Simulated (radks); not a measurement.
Spherical jellium clusters: N electrons in a uniform positive sphere of charge N and radius rs N^(1/3), rs = 5.15 bohr. Level of theory: non-relativistic Kohn-Sham, PBEsol, spin-polarised, spherical densities (a radial shooting solver with Libxc functionals). Levels are named by radial order and angular momentum (1s, 1p, 1d, 2s, ...), and open shells are averaged over m. Each electron was tried in the lowest free levels, single moves between levels near the top were tried too, and the lowest total energy was kept; such a search can miss a lower state. The series stops at N = 12: beyond it a trial failed or the search could not be trusted, so later rows were left out. Energies include the self-energy of the background; IP and EA are vertical (highest electron removed, lowest free level filled), at fixed background; spill-out counts the electrons outside the background radius R, and alpha is the static dipole polarisability from linear response (closed shells only). A dash means not computed or, for alpha, an open shell; in EA it means that no bound solution was reached, which is typical of self-interaction and does not show that the anion is unstable. Real open-shell clusters deform, which this model forbids.

N,open shells,2S,E/N (eV),E(N+1) + E(N-1) - 2E(N) (eV),IP (eV),spill-out (e)
1,"1s(up 1, down 0)",1,-1.404,-,-,0.29
2,none,0,-1.647,0.630,4.254,0.43
3,"1p(up 1, down 0)",1,-1.518,-0.488,3.329,0.68
4,"1p(up 2, down 0)",2,-1.575,-0.300,3.698,0.81
5,"1p(up 3, down 0)",3,-1.670,0.352,3.877,0.91
6,"1p(up 3, down 1)",2,-1.674,-0.308,3.426,1.03
7,"1p(up 3, down 2)",1,-1.721,-0.194,3.669,1.12
8,none,0,-1.781,0.747,3.804,1.20
9,"1d(up 1, down 0)",1,-1.744,-0.198,3.004,1.34
10,"1d(up 2, down 0)",2,-1.734,-0.158,3.175,1.45
11,"1d(up 3, down 0)",3,-1.741,-0.130,3.302,1.55
12,"1d(up 4, down 0)",4,-1.757,-,3.401,1.63

All shells are closed at N = 2, 8 (there: 1s2 1p6); the second difference of the energy has clear peaks (12 % above both neighbours; the first and last values, which can be the largest, are not judged, and half-filled shells can peak too) at N = 5, 8.
